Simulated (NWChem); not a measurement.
Species: BeSiH$_{3}$Cl; SMILES [Be]([SiH3])[Cl]

Program: NWChem. All runs use the structure optimised with PBE0/def2-SVP. Vertical excitations in the gas phase.

Question: What does the run give for B3LYP/def2-SVP, full TDDFT? Quantities: lowest excitation, singlet (eV); oscillator strength of that lowest state; lowest triplet (eV); orbital gap (eV).

Answer: 
| Item | Value |
|---|---|
| lowest excitation, singlet (eV) | 6.04 |
| oscillator strength of that lowest state | 0.073 |
| lowest triplet (eV) | 4.75 |
| orbital gap (eV) | 6.79 |
